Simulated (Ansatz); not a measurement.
Start from `[NH2][Al]([F])[NH][SiH3]` and change one atom or group to get `[NH2][Al]([F])[SH]`.

Ansatz, PBE0-D4/def2-TZVP geometries, multiplicity 1. Each molecule was computed in one conformer, which needn't be the lowest.

```
                                          property  `[NH2][Al]([F])[NH][SiH3]`
                LUMO energy (PBE0/def2-TZVPP) / eV                       -0.41
size of the dipole moment (ωB97M-V/def2-TZVPP) / D                        1.03
             LUMO energy (ωB97M-V/def2-TZVPP) / eV                        1.14
    size of the dipole moment (PBE/def2-TZVPP) / D                        1.05
           HOMO–LUMO gap (ωB97M-V/def2-TZVPP) / eV                       10.93
                 HOMO energy (PBE/def2-TZVPP) / eV                       -6.05
```

(1) What does the change do to each property? (Estimate.)

## Answers

(1) Computed: 
```tsv
property	`[NH2][Al]([F])[SH]`	shift
LUMO energy (PBE0/def2-TZVPP) / eV	-0.41	0.00
size of the dipole moment (ωB97M-V/def2-TZVPP) / D	1.54	0.51
LUMO energy (ωB97M-V/def2-TZVPP) / eV	1.16	0.02
size of the dipole moment (PBE/def2-TZVPP) / D	1.54	0.49
HOMO–LUMO gap (ωB97M-V/def2-TZVPP) / eV	10.98	0.05
HOMO energy (PBE/def2-TZVPP) / eV	-6.24	-0.19
```

Dipoles are sizes alone; their direction can turn.
